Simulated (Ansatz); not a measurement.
A run for Ansatz (a first-principles code): U-CCSD(T)/def2-SVP on ClHPb (SMILES [Cl][PbH]), a point of a bond scan (R = 1.490 Å). Elements past Kr take the def2 small-core potentials; no spin–orbit coupling. The run froze 14 orbitals, filled d shells among them.

Ansatz 0.2 input:
```yaml
crystal:
  periodic: [false, false, false]
  atoms:
    - {symbol: Pb, position_ang: [-0.21816163, -0.21253453, 0.29359630]}
    - {symbol: H, position_ang: [-1.14576231, -0.75203989, -0.74036818]}
    - {symbol: Cl, position_ang: [1.13334803, 1.07733808, -1.35741397]}
basis:
  gaussian:
    orbitals: def2-SVP
correlation: {method: ccsd_t, electrons: outside_noble_gas}
scf: {omitted_lower_state_checks: [cluster_reference]}
magnetization: {spin_polarized: true, initial_magnetization: 0}
```

The log:

```
WARN ansatz: RAYON_NUM_THREADS=1 ignored (pool sized by the plan → 1); use --threads N
Functional definition: HF
these checks for a lower state are left out or cut short: cluster_reference
integrals: 0.03 GiB planned
556 factors; integrals over basis functions are off by at most 3.7e-4 eV
mean field: 0.15 GiB planned
mean field evaluation 1: about -17734.3417 eV, gradient 1.0e1 eV
mean field evaluation 2: about -17734.3859 eV, gradient 1.0e1 eV
mean field evaluation 4: about -17735.2318 eV, gradient 7.3e-1 eV
mean field evaluation 8: about -17735.2416 eV, gradient 1.6e-1 eV
mean field evaluation 16: about -17735.2063 eV, gradient 5.7e-1 eV
mean field -17735.24221571 eV, -651.7581300485 hartree, gradient 8.6e-6 eV, S^2 0.000000; 2 other end points of the search recorded, 0 dependent functions left out
14 core orbitals not correlated
reference -17735.24221571 eV, -651.7581300485 hartree; 6, 6 occupied and 29, 29 virtual orbitals, 556 factors
second order -5.18204815 eV of doubles, -0.00000000 eV of singles
coupled cluster: 0.09 GiB planned
cycle   1  -5.66169139 eV  change   -4.8e-1 eV  update   6.6e-2
cycle   2  -5.82795873 eV  change   -1.7e-1 eV  update   2.3e-2
cycle   3  -5.86960033 eV  change   -4.2e-2 eV  update   1.4e-2
cycle   4  -5.86655961 eV  change    3.0e-3 eV  update   4.2e-3
cycle   5  -5.86573953 eV  change    8.2e-4 eV  update   1.5e-3
cycle   6  -5.86571982 eV  change    2.0e-5 eV  update   6.3e-4
cycle   7  -5.86568901 eV  change    3.1e-5 eV  update   2.3e-4
cycle   8  -5.86573369 eV  change   -4.5e-5 eV  update   6.8e-5
cycle   9  -5.86573520 eV  change   -1.5e-6 eV  update   2.2e-5
cycle  10  -5.86572970 eV  change    5.5e-6 eV  update   6.6e-6
perturbative correction -0.12470598 eV, -0.0045828601 hartree
Total energy: -17741.23265139 eV, -651.9782744992 hartree
Checks for a lower state left out: cluster_reference
```

The run converged.

Cost: very roughly 2.6 core-seconds.
